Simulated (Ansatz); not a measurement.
Coupled-cluster run, C2H8OSSi (`CO[SiH](C)S`).

```yaml
crystal:
  periodic: [false, false, false]
  atoms:
    - {symbol: C, position_ang: [0.397125, -2.085144, -0.261522]}
    - {symbol: O, position_ang: [0.314699, -0.755685, -0.716504]}
    - {symbol: Si, position_ang: [-0.346431, 0.464527, 0.156728]}
    - {symbol: C, position_ang: [-0.108291, 2.012715, -0.827954]}
    - {symbol: S, position_ang: [0.606509, 0.719799, 2.063300]}
    - {symbol: H, position_ang: [-0.593356, -2.490862, -0.022665]}
    - {symbol: H, position_ang: [0.836149, -2.691804, -1.054985]}
    - {symbol: H, position_ang: [1.031333, -2.159243, 0.628425]}
    - {symbol: H, position_ang: [-1.773400, 0.147507, 0.439231]}
    - {symbol: H, position_ang: [-0.616451, 2.854169, -0.353128]}
    - {symbol: H, position_ang: [0.954103, 2.253141, -0.911665]}
    - {symbol: H, position_ang: [-0.508354, 1.883297, -1.836010]}
    - {symbol: H, position_ang: [-0.193644, -0.152417, 2.696760]}
basis:
  gaussian: {orbitals: def2-TZVPP}
correlation: {method: ccsd_t}
```

```sh
$ ansatz run in.yaml --threads 2 --pin off --events-out ev --progress --plain --max-ram 32768MiB --backend cuda --devices 0, --max-vram 18GiB
```

Output of Ansatz, abridged:

```
Functional definition: HF
1665 factors; integrals over basis functions are off by at most 1.1e-3 eV
mean field evaluation 1: about -22904.8580 eV, gradient 4.0e1 eV
mean field evaluation 2: about -22905.1706 eV, gradient 4.0e1 eV
mean field evaluation 4: about -22908.9976 eV, gradient 4.9e0 eV
mean field evaluation 8: about -22909.0777 eV, gradient 3.0e-1 eV
mean field evaluation 16: about -22909.0783 eV, gradient 2.3e-6 eV
mean field -22909.07832921 eV, -841.8931002675 hartree, gradient 2.3e-6 eV, S^2 0.000000; 0 other end points of the search recorded, 0 dependent functions left out
13 core orbitals not correlated: weight in the atoms' cores, before any rotation towards them, 1.000 or more for the frozen orbitals, at most 0.000 for the correlated occupied ones
reference -22909.07832921 eV, -841.8931002675 hartree; 16, 16 occupied and 260, 260 virtual orbitals, 1665 factors
second order -24.25269726 eV of doubles, -0.00000000 eV of singles
cycle   1  -25.09942547 eV  change   -8.5e-1 eV  update   1.0e-1
cycle   2  -25.69694447 eV  change   -6.0e-1 eV  update   3.0e-2
cycle   3  -25.81579900 eV  change   -1.2e-1 eV  update   1.5e-2
cycle   4  -25.80808875 eV  change    7.7e-3 eV  update   3.2e-3
cycle   5  -25.80679447 eV  change    1.3e-3 eV  update   1.4e-3
cycle   6  -25.80695432 eV  change   -1.6e-4 eV  update   4.0e-4
cycle   7  -25.80672271 eV  change    2.3e-4 eV  update   1.6e-4
cycle   8  -25.80670303 eV  change    2.0e-5 eV  update   4.5e-5
cycle   9  -25.80671737 eV  change   -1.4e-5 eV  update   1.7e-5
perturbative correction -1.01206433 eV, -0.0371926782 hartree
Total energy: -22935.89711092 eV, -842.8786723167 hartree
```

Run time 15 s (2 threads of an AMD EPYC 7R13 on a shared host and a share of an NVIDIA H100 80 GB); peak host memory 0.81 GiB.

The correlation energy is -26.819 eV, 3.8 % of it from (T); the T1 diagnostic reads 0.0109.
